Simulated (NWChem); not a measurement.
Atomisation of sulfur hexafluoride (F6S)

```xyz
7

F      0.0000     0.0000     1.5807
S      0.0000     0.0000     0.0000
F      1.5807     0.0000     0.0000
F      0.0000     1.5807     0.0000
F     -1.5807     0.0000     0.0000
F      0.0000    -1.5807     0.0000
F      0.0000     0.0000    -1.5807
```
Charge 0, spin multiplicity 1.

Everything below was run with NWChem. The geometry was optimised at PBE0/def2-SVP, a minimum by its harmonic frequencies.

Basis set: def2-SVP. The atomisation energy is electronic alone: no zero-point, thermal, spin-orbit or counterpoise terms. No value is extrapolated to the basis-set limit. Free atoms are single determinants with multiplicities F 2, S 3. Correlated methods freeze the same cores in atoms and molecule, 11 orbitals in all.

```json
[
 {"method": "MP2", "atomisation energy (kcal/mol)": "425.1"},
 {"method": "BP86", "atomisation energy (kcal/mol)": "477.4"},
 {"method": "PBE0", "atomisation energy (kcal/mol)": "441.6"},
 {"method": "M06-2X", "atomisation energy (kcal/mol)": "443.2"},
 {"method": "B3LYP", "atomisation energy (kcal/mol)": "433.3"},
 {"method": "PBE", "atomisation energy (kcal/mol)": "489.1"},
 {"method": "HF", "atomisation energy (kcal/mol)": "188.8"},
 {"method": "TPSS", "atomisation energy (kcal/mol)": "454.8"}
]
```

The values span 300.3 kcal/mol, from HF (lowest) to PBE (highest). 

B3LYP has NWChem's definition, with VWN1-RPA local correlation. The stability of the SCF solutions was not checked. Open-shell Hartree-Fock references start from PBE0 orbitals.
